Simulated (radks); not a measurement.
Values are calculated unless marked as measured or tabulated.
Problem. Radial electron density D(r) = 4 pi r^2 rho(r) of an atom or ion with 22 electrons. Level of theory: non-relativistic Kohn-Sham, r2SCAN, spin-polarised, spherical densities, point nucleus; meta-GGA in the generalised Kohn-Sham scheme (a radial shooting solver on a logarithmic mesh with Libxc functionals).

r (bohr)  D(r) (e/bohr)   spin D(r)
0.004505          1.493   0.0000571
0.005913          2.417   0.0000920
0.007823          3.891    0.000147
0.01027           6.022    0.000223
0.01348           9.013    0.000324
0.01769           12.91    0.000435
0.02322           17.48    0.000513
0.03048           22.00    0.000457
0.04001           25.24   0.0000743
0.05251           25.91   -0.000901
0.06948           23.62    -0.00272
0.0912            20.39    -0.00483
0.1197            19.66    -0.00490
0.1571            23.16     0.00389
0.2062            27.51      0.0363
0.2707            26.33       0.116
0.3553            18.15       0.276
0.4664            9.816       0.539
0.6171            8.091       0.888
0.81              10.14        1.18
1.063             9.211        1.22
1.396             5.333        1.01
1.832             2.262       0.695
2.404             1.151       0.404
3.156            0.8394       0.174
4.143            0.5098      0.0275
5.481            0.1849     -0.0155
7.195           0.03644    -0.00826
9.443          0.003362    -0.00130
12.4          0.0001264  -0.0000635

What is the nuclear charge?

Solution. Z = 22. The innermost maximum, from 1s, lies near 1/Z = 0.0455 bohr (found: 0.0489), and its height grows with Z. The density is that of neutral titanium in [Ar] 3d2 4s2; the configuration itself is not fixed sharply by these data, and Z only to about a unit. D(r) has 3 maxima, at r = 0.0489, 0.227, 0.878 bohr, and minima at 0.110, 0.570 bohr, inside which lie 2.13, 10.42 electrons.
